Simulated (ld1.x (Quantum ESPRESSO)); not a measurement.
**Ranking RRKJ potentials for Sr**

All share these settings but for the change named:

strontium (Sr), norm-conserving RRKJ (Kleinman–Bylander form), made with ld1.x (Quantum ESPRESSO) 7.5 (LDA (PZ), fully relativistic). Core [Kr], reference 4d0 5s2 5p0. Waves: 5p (bound, empty): rc 4.20 bohr; 4d (bound, empty): rc 3.50 bohr; 5s (bound): rc 3.25 bohr. Local part: the s channel. Core correction: none. rho0 = 0.01.

Open shells are filled in proportion to 2j + 1 (rel_dist='average').

Test errors are all-electron minus pseudo excitation energies from the reference, over 4d0 5s1 5p0; 4d0 5s1.5 5p0; 4d0 5s1 5p1; 4d0.5 5s1.5 5p0; 4d0 5s0 5p2; 4d1 5s0 5p0; 4d1 5s1 5p0. None of these files shows a bound ghost.

The base gives 287.9 meV.

Of 6 variants that were run, those that failed, showed a ghost or another fault, or gave nearly equal values are left out.

A variant can come out equal or close to the base, since the largest error may sit in a test that the change hardly touches while other tests move.

Problem. Rank these variants by their largest absolute test error, smallest first.
A. all radii scaled by about 0.84 (s 2.74, p 3.54, d 2.96 bohr)
B. all radii scaled by about 1.27 (s 4.14, p 5.34, d 4.46 bohr)
C. all radii scaled by about 1.05 (s 3.40, p 4.40, d 3.68 bohr)
D. all radii scaled by about 1.18 (s 3.84, p 4.96, d 4.14 bohr)
E. all radii scaled by about 1.38 (s 4.46, p 5.78, d 4.82 bohr)

Solution. E (131.4 meV), B (184.0 meV), D (231.0 meV), C (275.9 meV), A (314.1 meV).
